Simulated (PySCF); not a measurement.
These 8 structures share the formula C8H13N. Method: PBE0-D3(BJ)/def2-SVP geometry optimisation, gas phase (PySCF 2.14.0). One conformer each; no zero-point energy, no entropy. No frequencies were run at this level. Point groups hold within 0.08 Å.

Question: Order them by energy at this level, lowest first, and give relative energies in kcal/mol.
A. `[CH:1]1=[CH:2][C@@H:3]([CH:4]2[CH2:5][CH2:6][CH2:7]2)[NH:8][CH2:9]1` with C2–C3–C4–C5 64°
B. `[CH2:1]=[CH:2][C:3](=[CH2:4])[N:5]1[CH2:6][CH2:7][CH2:8][CH2:9]1` with C1–C2–C3–C4 40°, C2–C3–N5–C6 19°, C3–N5–C6–C7 156°, N5–C6–C7–C8 30°, C6–C7–C8–C9 -39°, C7–C8–C9–N5 33°
C. `[CH2:1]=[N:2][C@@H:3]1[CH2:4][CH2:5][CH2:6][C:7](=[CH2:8])[CH2:9]1` with C1–N2–C3–C4 -120°, N2–C3–C4–C5 -176°, C3–C4–C5–C6 56°, C4–C5–C6–C7 -53°, C5–C6–C7–C8 -125°
D. `[N:1]#[C:2][CH2:3][CH:4]1[CH2:5][CH2:6][CH2:7][CH2:8][CH2:9]1` with C2–C3–C4–C5 175°, C3–C4–C5–C6 180°, C4–C5–C6–C7 -55°, C5–C6–C7–C8 55°, C6–C7–C8–C9 -55° (2-cyclohexylacetonitrile)
E. `[CH:1]1=[CH:2][CH2:3][N:4]([CH:5]2[CH2:6][CH2:7][CH2:8]2)[CH2:9]1` with C3–N4–C5–C6 167°, C1–C2–C3–N4 -13°, C2–C3–N4–C5 155°, N4–C5–C6–C7 -140°, C5–C6–C7–C8 20°
F. `[CH2:1]=[CH:2][CH2:3]/[N:4]=[CH:5]\[CH2:6][CH:7]1[CH2:8][CH2:9]1` with C1–C2–C3–N4 -130°, C2–C3–N4–C5 94°, N4–C5–C6–C7 -177°, C5–C6–C7–C8 -154°
G. `[CH3:1]/[CH:2]=[C:3](/[CH3:4])[C@H:5]1[CH:6]=[CH:7][CH2:8][NH:9]1` with C2–C3–C5–C6 -71°
H. `[CH3:1][N:2]([CH3:3])[C:4]1=[CH:5][CH2:6][CH2:7][CH:8]=[CH:9]1` with C4–C5–C6–C7 33°, C5–C6–C7–C8 -47°, C6–C7–C8–C9 33°, N2–C4–C9–C8 168°

Answer: D (0.0), C (24.2), H (26.9), B (31.3), G (34.8), A (36.8), E (38.0), F (56.9).

As drawn, the lowest has a C≡N group, which the highest lacks; the highest has a three-membered ring, a C=N bond and a C=C bond outside aromatic rings, which the lowest lacks. Neighbours under 2.5 kcal/mol apart (C/C=C(/C)[C@H]1C=CCN1 and C1=C[C@@H](C2CCC2)NC1; C1=C[C@@H](C2CCC2)NC1 and C1=CCN(C2CCC2)C1) can change places with a better method, another conformer or zero-point energy.

```
               SMILES      E (Eh)  E rel (kcal/mol)  dipole (D)  point group       A, B, C (MHz)
         N#CCC1CCCCC1  -366.74714               0.0        4.07           C1  3574, 937.9, 790.1
 C=N[C@@H]1CCCC(=C)C1  -366.70856              24.2        1.16           C1   2819, 1174, 905.3
      CN(C)C1=CCCC=C1  -366.70429              26.9        0.75           C1   3246, 1169, 917.7
      C=CC(=C)N1CCCC1  -366.69730              31.3        1.97           C1   3436, 1081, 865.2
C/C=C(/C)[C@H]1C=CCN1  -366.69169              34.8        0.99           C1    2438, 1358, 1107
C1=C[C@@H](C2CCC2)NC1  -366.68855              36.8        1.13           C1    3530, 1128, 1078
     C1=CCN(C2CCC2)C1  -366.68652              38.0        0.52           Cs   4461, 1035, 877.8
      C=CC/N=C\CC1CC1  -366.65645              56.9        1.86           C1  3452, 726.6, 639.3
```
